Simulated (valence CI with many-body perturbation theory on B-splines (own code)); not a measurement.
Sr²⁴⁺: calculated level list

Method: relativistic CI+MBPT: four valence electrons over a frozen Dirac-Fock core [Ne], a basis of 11 s, 11 p, 10 d, 8 f, 5 g, 2 h functions for each j, with the one-electron correlation potential Σ1 (screened to all orders), the two-electron term Σ2, the three-electron term Σ3, Breit, model QED; selected single and double excitations, second order for the rest, scaled by the run's own slope (own B-spline code, finite nucleus).

No measured levels were compared; by estimate levels of excited configurations hold to 0.05 to 0.15 % of their energy, terms of the ground configuration to about 0.5 %. Among the levels kept, up to 640 cm⁻¹ of a level comes from second order outside the variational space, and about a tenth of that is noise between levels of different J, which matters for small intervals.

Levels 1 to 45 of 173, with energies above the lowest level, 3s²3p² ³P_0. "Leading %" is the weight of the configuration and term that name the level; weights of strongly mixed levels are sums over their largest components and can fall short. In the jj column 3d3/2^4 stands for four electrons in 3d with j = 3/2.

```csv
No.,Configuration,Term,J,E (cm⁻¹),Leading %,Second component,Leading jj
1,3s²3p²,³P,0,0,82,16 % 3s²3p² ¹S,3s^2 3p1/2^2 (94 %)
2,3s²3p²,³P,1,93029,98,,3s^2 3p1/2 3p3/2 (98 %)
3,3s²3p²,³P,2,122340,54,44 % 3s²3p² ¹D,3s^2 3p1/2 3p3/2 (93 %)
4,3s²3p²,¹D,2,239270,54,44 % 3s²3p² ³P,3s^2 3p3/2^2 (93 %)
5,3s²3p²,¹S,0,313500,81,16 % 3s²3p² ³P,3s^2 3p3/2^2 (93 %)
6,3s3p³,⁵S°,2,537360,82,14 % 3s3p³ ³P°,3s 3p1/2^2 3p3/2 (60 %)
7,3s3p³,³D°,1,648680,64,16 % 3s3p³ ³P°,3s 3p1/2^2 3p3/2 (61 %)
8,3s3p³,³D°,2,665970,62,14 % 3s3p³ ³P°,3s 3p1/2 3p3/2^2 (66 %)
9,3s3p³,³D°,3,700920,88,10 % 3s²3p3d ³D°,3s 3p1/2 3p3/2^2 (88 %)
10,3s3p³,³P°,0,767920,90,9 % 3s²3p3d ³P°,3s 3p1/2 3p3/2^2 (90 %)
11,3s3p³,¹D°,2,772410,28,23 % 3s²3p3d ¹D°,3s 3p1/2 3p3/2^2 (44 %)
12,3s3p³,³P°,1,780110,66,16 % 3s3p³ ³D°,3s 3p1/2 3p3/2^2 (70 %)
13,3s²3p3d,³F°,2,846010,38,30 % 3s3p³ ³P°,3s^2 3p1/2 3d3/2 (44 %)
14,3s²3p3d,³F°,2,882980,48,21 % 3s3p³ ¹D°,3s^2 3p1/2 3d3/2 (25 %)
15,3s3p³,³S°,1,884510,55,32 % 3s3p³ ¹P°,3s 3p1/2 3p3/2^2 (66 %)
16,3s²3p3d,³F°,3,906890,89,4 % 3s²3p3d ³D°,3s^2 3p1/2 3d5/2 (69 %)
17,3s²3p3d,³P°,2,967700,50,20 % 3s²3p3d ³D°,3s^2 3p1/2 3d5/2 (73 %)
18,3s²3p3d,³D°,1,971850,42,26 % 3s²3p3d ³P°,3s^2 3p1/2 3d3/2 (80 %)
19,3s²3p3d,³F°,4,989700,98,,3s^2 3p3/2 3d5/2 (98 %)
20,3s3p³,¹P°,1,1008300,42,31 % 3s3p³ ³S°,3s 3p3/2^3 (47 %)
21,3s²3p3d,³D°,2,1052800,40,28 % 3s²3p3d ¹D°,3s^2 3p3/2 3d3/2 (64 %)
22,3s²3p3d,³P°,0,1061000,89,9 % 3s3p³ ³P°,3s^2 3p3/2 3d3/2 (89 %)
23,3s²3p3d,³D°,3,1064700,72,10 % 3s²3p3d ¹F°,3s^2 3p3/2 3d3/2 (39 %)
24,3s²3p3d,³P°,1,1076100,58,18 % 3s²3p3d ³D°,3s^2 3p3/2 3d3/2 (63 %)
25,3s²3p3d,³P°,2,1092300,37,23 % 3s²3p3d ³D°,3s^2 3p3/2 3d5/2 (62 %)
26,3s²3p3d,¹F°,3,1148400,84,12 % 3s²3p3d ³D°,3s^2 3p3/2 3d5/2 (56 %)
27,3s²3p3d,¹P°,1,1185200,73,12 % 3s3p³ ¹P°,3s^2 3p3/2 3d5/2 (70 %)
28,3p⁴,³P,2,1265600,40,27 % 3s3p²3d ³P,3p1/2^2 3p3/2^2 (53 %)
29,3s3p²3d,⁵F,1,1282600,82,7 % 3s3p²3d ³D,3s 3p1/2^2 3d3/2 (66 %)
30,3s3p²3d,⁵F,2,1300900,71,13 % 3s3p²3d ⁵D,3s 3p1/2 3p3/2 3d3/2 (29 %)
31,3s3p²3d,⁵F,3,1326000,65,24 % 3s3p²3d ⁵D,3s 3p1/2^2 3d5/2 (46 %)
32,3p⁴,³P,0,1340400,35,24 % 3s3p²3d ³P,3p1/2^2 3p3/2^2 (45 %)
33,3s3p²3d,³P,1,1353800,32,28 % 3s3p²3d ⁵D,3s 3p1/2 3p3/2 3d3/2 (57 %)
34,3s3p²3d,⁵D,2,1371000,37,14 % 3s3p²3d ⁵F,3s 3p1/2 3p3/2 3d3/2 (64 %)
35,3s3p²3d,⁵F,4,1373200,82,15 % 3s3p²3d ⁵D,3s 3p1/2 3p3/2 3d5/2 (77 %)
36,3s3p²3d,⁵D,0,1376100,80,9 % 3p⁴ ³P,3s 3p1/2 3p3/2 3d3/2 (68 %)
37,3s3p²3d,⁵D,3,1380600,36,26 % 3s3p²3d ⁵F,3s 3p1/2 3p3/2 3d3/2 (57 %)
38,3s3p²3d,⁵D,1,1388900,57,25 % 3p⁴ ³P,3s 3p1/2 3p3/2 3d3/2 (30 %)
39,3p⁴,¹D,2,1391800,33,18 % 3s3p²3d ¹D,3p1/2 3p3/2^3 (41 %)
40,3s3p²3d,⁵D,4,1404700,52,34 % 3s3p²3d ³F,3s 3p1/2 3p3/2 3d5/2 (49 %)
41,3s3p²3d,³F,2,1411400,69,13 % 3s3p²3d ⁵D,3s 3p1/2 3p3/2 3d5/2 (43 %)
42,3s3p²3d,⁵F,5,1415300,89,11 % 3s3p²3d ³G,3s 3p1/2 3p3/2 3d5/2 (66 %)
43,3s3p²3d,³F,3,1444400,54,32 % 3s3p²3d ⁵P,3s 3p1/2 3p3/2 3d5/2 (61 %)
44,3s3p²3d,⁵P,3,1470400,44,30 % 3s3p²3d ⁵D,3s 3p1/2 3p3/2 3d5/2 (47 %)
45,3s3p²3d,⁵P,2,1477500,75,12 % 3s3p²3d ³P,3s 3p1/2 3p3/2 3d3/2 (41 %)
```

Names give the largest LS component (configuration and term), which can be under half, so a name can repeat, a term be missing and a line seem to break the LS rules; names also repeat where a configuration has a term twice.

The ionisation energy to 3s²3p ²P°1/2 of the next ion comes out as 1164 eV (NIST: 1165 ± 3 eV (semi-empirical)). All 173 levels together are meant to be complete up to 2436400 cm⁻¹.
